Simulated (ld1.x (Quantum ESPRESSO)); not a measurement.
## What the settings do to the TM potential of phosphorus

Base potential:

```json
{
  "Element": "P (Z = 15)",
  "Generator": "ld1.x (Quantum ESPRESSO) 7.5",
  "Type": "norm-conserving Troullier–Martins (Kleinman–Bylander form)",
  "Functional": "LDA (PZ)",
  "Relativity": "scalar-relativistic",
  "Frozen core": "[Ne]",
  "Valence charge": "5",
  "Reference configuration": "3s2 3p3",
  "Partial waves": "3s (bound): rc 1.50 bohr; 3p (bound): rc 1.80 bohr; 3d channel at 0.35 Ry: rc 1.75 bohr",
  "Local potential": "all-electron potential smoothed inside 1.35 bohr (lloc = -2)",
  "Core correction": "Bessel-smoothed model core inside 1.45 bohr"
}
```

All-electron outer shells of the reference configuration (LDA (PZ), scalar-relativistic, ld1.x):

```json
{"shell": "2s", "level (eV)": "-173.14", "outermost node (bohr)": "0.14", "outermost maximum (bohr)": "0.42"}
{"shell": "2p", "level (eV)": "-124.52", "outermost node (bohr)": "–", "outermost maximum (bohr)": "0.35"}
{"shell": "3s", "level (eV)": "-14.02", "outermost node (bohr)": "0.66", "outermost maximum (bohr)": "1.56"}
{"shell": "3p", "level (eV)": "-5.60", "outermost node (bohr)": "0.64", "outermost maximum (bohr)": "1.83"}
```

Cutoffs, loose and tight: the cutoffs (Ry, on a coarse ladder) from which the occupation-weighted sum of valence levels, in a spherical-Bessel basis at the reference potential, stays within 10 and 1 mRy of its value at 400 Ry. They do not see the model core or the augmentation charge, which bear on the density cutoff. Test errors are all-electron minus pseudo excitation energies from the reference, over the configurations 3s2 3p2; 3s2 3p1; 3s2 3p0; 3s1 3p3; 3s2 3p3.3; 3s2 3p2.5; 3s0 3p5 (two spin-polarised tests are not counted in the largest error). A dash means not determined; rows that change the core or the reference have their own tests.

| change | outcome | cutoff, loose | cutoff, tight | bound ghosts | largest test error (meV) |
| --- | --- | --- | --- | --- | --- |
| base | generated | 21 Ry | 50 Ry | none | +100 |
| wave 3d channel at 0.35 Ry: rc 1.75 bohr becomes 3d channel at 0.09 Ry: rc 1.75 bohr | generated | 21 Ry | 50 Ry | none | +100 |
| functional BLYP | generated | 21 Ry | 50 Ry | none | +113 |
| local potential the s channel | generated | 21 Ry | 50 Ry | none | +84 |
| non-relativistic | generated | 21 Ry | 50 Ry | none | +104 |
| local potential all-electron potential smoothed inside 1.62 bohr (lloc = -2) | generated | 21 Ry | 50 Ry | none | +92 |

Task: What comes out with this change to the base: all radii but the core radius scaled by about 0.86 (s 1.30, p 1.56, d 1.50 bohr); local potential all-electron potential smoothed inside 1.16 bohr (lloc = -2)?

Result: outcome: generated; cutoff, loose: 40 Ry; cutoff, tight: 90 Ry; bound ghosts: none; largest test error (meV): +109.
